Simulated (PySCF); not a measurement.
**Polarisability and C₆ of Zr (zirconium, neutral)**

[Kr] 4d2 5s2, high-spin 3F determinant. All numbers are calculated (PySCF 2.14, a scalar-relativistic core potential, in aug-cc-pVTZ-PP with one added diffuse shell each of s, p, d, f, g type with ECP28MDF (7s7p6d4f3g, 113 functions)). Coupled (time-dependent) response in atomic units; α is the mean over directions.

```
method  mean α (bohr³)  C₆ (like pair)  S(−4)
 wB97X           118.8            1655   5838
```

S(−4) is the Cauchy moment in α(ω) = α(0) + S(−4) ω² + …

Reference α: 112 ± 13 bohr³ (recommended; Schwerdtfeger and Nagle, table of static dipole polarizabilities (2023 update)). Published C₆: 1360 (Gould and Bucko (2016)).

Spin-orbit coupling is absent.

α(iu) at wB97X:

```tsv
u (hartree)	α(iu) (bohr³)
0	118.8
0.0500	105.9
0.100	80.94
0.200	44.36
0.300	27.39
0.500	14.17
0.750	8.340
1.00	5.698
1.50	3.237
2.00	2.094
3.00	1.071
5.00	0.4252
```

A single London oscillator, α(iu) = α/(1 + u²/ω²), gives C₆ = (3/4) ω α². Matching the computed C₆ needs ω = 4 × 1655 / (3 × 118.8²) = 0.156 hartree.

Energies and moments cover only the electrons outside the core potential.
